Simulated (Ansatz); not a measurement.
Gas-phase electronic energies from Ansatz, PBE0-D4/def2-TZVP geometries. CCSD(T)/CBS is the MP2 limit (def2-TZVPP, def2-QZVPP) plus CCSD(T) − MP2 in def2-TZVPP, frozen cores. Functionals use def2-TZVPP. B3LYP here is the variant with VWN-RPA as its local correlation; programs differ in this. One conformer a species, not always the lowest.

Consider the isomerisation: `FCOC(F)[SiH3]` → `C[Si](F)(F)CO`.

Problem. Is it downhill or uphill in electronic energy at CCSD(T)/CBS, and by how much? (Best estimate.)

Solution. Computed: Downhill: ΔE = -119.1 kcal/mol.

Problem. What do these levels give: r2SCAN-D4, PBE0-D4, B3LYP-D4, ωB97M-V, PBE, r2SCAN, SCS-MP2/def2-TZVPP, CCSD/def2-TZVPP, CCSD(T)/def2-TZVPP, HF/def2-QZVPP, MP2/def2-QZVPP, CCSD/CBS(def2)? (Best estimate.)

Solution. The calculation gave: r2SCAN-D4 -116.0, PBE0-D4 -113.6, B3LYP-D4 -114.1, ωB97M-V -115.9, PBE -109.8, r2SCAN -115.9, SCS-MP2/def2-TZVPP -118.0, CCSD/def2-TZVPP -116.8, CCSD(T)/def2-TZVPP -116.0, HF/def2-QZVPP -115.0, MP2/def2-QZVPP -123.8, CCSD/CBS(def2) -119.9 kcal/mol.

Largest T1 diagnostic among the species: 0.012.

In def2-TZVPP, CCSD(T) changes the Hartree–Fock value by −2.0 kcal/mol (the triples alone add +0.8 kcal/mol) and MP2 by −7.6 kcal/mol. From PBE to PBE0 (25 % exact exchange), in def2-TZVPP and without D4, ΔE moves by −3.4 kcal/mol.
